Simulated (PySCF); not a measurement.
## Radial density of Yb (ytterbium, neutral)

r2SCAN, [Xe] 4f14 6s2, closed-shell 1S. Computed with PySCF 2.14 in cc-pVTZ-X2C (10s9p7d5f3g1h, 145 functions), with the spin-free X2C one-electron Hamiltonian (Gaussian nucleus).

```tsv
r (bohr)	4πr²ρ (e/bohr)
0.0170	91.95
0.0287	84.40
0.0482	118.4
0.0811	112.0
0.136	104.7
0.229	86.61
0.386	60.33
0.649	43.15
1.09	14.98
1.84	4.365
3.09	0.8457
5.20	0.3100
8.74	0.01337
14.7	1.550e-05
```

Densities and radii are taken from the X2C orbitals without a picture-change correction, which distorts them close to the nucleus.

Spin-orbit coupling, which splits the p, d and f shells strongly at this Z, is absent.
